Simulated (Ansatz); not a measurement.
`[F][In-]([F])([F])[OH+][SiH3]`, relaxed with RKS PBE-D4/def2-SVP in Ansatz 0.2.0 from a rough embedded geometry. The force threshold is 0.03 eV/Å; the program also tests the step.

The species carries charge 0 and has multiplicity 1. In takes the def2 core potential.

Start:

```xyz
10

F     0.892   -1.283   -2.080
In   -0.696   -0.902   -0.962
F    -1.598    0.641   -1.711
F    -1.960   -2.375   -1.011
O    -0.185   -0.523    0.943
Si    0.896    0.836    0.883
H    -1.002   -0.131    1.359
H     2.068    0.514    0.092
H     1.348    1.226    2.236
H     0.237    1.997    0.251
```

**Question.** By how much does the energy fall, and how many steps does the optimiser take? (An estimate is asked.)

**Answer.** Ansatz gave: 1.33 eV, in 26 steps, 2 of them rejected.

**Question.** Which bonds change most? (Best estimate.)

**Answer.** Computed: In2–O5 from 2.009 to 2.238 Å; In2–F3 from 1.938 to 2.011 Å; Si6–H8 from 1.450 to 1.490 Å; Si6–H9 from 1.479 to 1.510 Å.

**Question.** Give the relaxed structure. (An estimate is asked.)

**Answer.** Ansatz gave: 
```xyz
10

F     0.475   -2.475   -2.030
In   -0.759   -1.141   -1.279
F    -0.294    0.798   -1.536
F    -2.632   -1.594   -0.893
O     0.113   -0.508    0.683
Si    0.605    1.181    0.783
H     0.202   -1.028    1.502
H     1.760    1.460   -0.115
H     1.095    1.208    2.211
H    -0.564    2.099    0.674
```
